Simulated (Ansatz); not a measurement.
This geometry of CH6AlNSi (10 atoms, charge 0, multiplicity 1) is a first-order saddle point.

These are results of RKS B3LYP/STO-3G (Ansatz), not measurements.

```xyz
10
Properties=species:S:1:pos:R:3
C -0.407 2.228 0.717
Si 0.205 0.891 -0.093
N -0.268 -0.739 0.148
Al 0.329 -2.231 -0.626
H -0.053 3.234 0.506
H -1.182 2.163 1.478
H 1.235 0.976 -1.101
H -1.015 -0.839 0.865
H -0.332 -2.722 -1.880
H 1.487 -2.962 -0.013
```

Task: Which two structures does it join? (They come from a converged band through this point; their orientation in space is the band's.)

Result: No bond is made or broken. The dihedral Si2–N3–Al4–H10 goes from 0 to 180°. The two ends are copies of one structure, up to a mirror image or an exchange of like atoms.

Image 0:

```xyz
10
Properties=species:S:1:pos:R:3
C -0.343 2.103 0.989
Si 0.404 0.796 0.250
N -0.402 -0.668 -0.204
Al 0.221 -2.118 -0.964
H 0.207 3.004 1.255
H -1.402 2.124 1.240
H 1.806 0.760 -0.083
H -1.417 -0.641 0.033
H -0.753 -3.224 -1.224
H 1.680 -2.136 -1.293
```

Image 8:

```xyz
10
Properties=species:S:1:pos:R:3
C -0.343 2.104 0.989
Si 0.404 0.796 0.250
N -0.402 -0.668 -0.202
Al 0.221 -2.118 -0.963
H 0.206 3.005 1.255
H -1.402 2.124 1.239
H 1.806 0.760 -0.085
H -1.417 -0.642 0.034
H 1.680 -2.136 -1.293
H -0.752 -3.225 -1.223
```

Task: How far does it lie above each of them?

Result: 56.9 kJ/mol above the first and 56.9 kJ/mol above the second. This is the barrier of this one path; another mechanism may lie lower. Limits of this set-up: minimal basis.

Time of the run: 5.6 min on 1 CPU thread of a shared host.
